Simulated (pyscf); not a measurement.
`[CH2]=[CH][NH-]`, singlet

Gas-phase minimum from PySCF at ωB97X-D3(BJ)/def2-SVPD, one conformer. 

```
C
N 1 1.3317
H 2 1.0252 1 107.99
C 1 1.3923 2 132.85 3 0.01
H 4 1.0951 1 120.60 2 179.96
H 4 1.0981 5 117.92 1 179.94
H 1 1.1110 2 113.27 3 -179.99
```
Charge -1, spin multiplicity 1.

Properties at ωB97X-D3(BJ)/def2-SVPD:

```json
{
  "harmonic_wavenumbers_unscaled": "406, 503, 580, 768, 977, 1051, 1158, 1282, 1367, 1439, 1614, 2982, 3105, 3194, 3447 cm⁻¹",
  "zero_point_energy": "34.1 kcal/mol",
  "rotational_symmetry_number": "1",
  "Entropy of this conformer at 298 K and 1 atm, rigid rotor and harmonic oscillator, modes under 100 cm⁻¹ raised to 100": "256.3 J/(mol K)",
  "dipole_moment": "depends on origin"
}
```

Single-point totals, which compare only within one level (frozen core for MP2 and CC):

| level | total energy (hartree) |
|---|---|
| ωB97X-D3(BJ)/def2-TZVPD | -133.44427 |
| PBE/def2-TZVPD | -133.22127 |
| r²SCAN/def2-TZVPD | -133.30886 |
| B3LYP-D3(BJ)/def2-TZVPD | -133.40485 |
| PBE0-D3(BJ)/def2-TZVPD | -133.22872 |
| M06-2X/def2-TZVPD | -133.32521 |
| ωB97M-D3(BJ)/def2-TZVPD | -133.42651 |
| HF/def2-TZVPPD | -132.49945 |
| MP2/def2-TZVPPD | -133.06309 |
| CCSD/def2-TZVPPD | -133.08003 |
| CCSD(T)/def2-TZVPPD | -133.10838 |

The CCSD(T) − MP2 part came from Ansatz, without density fitting, on the same reference.
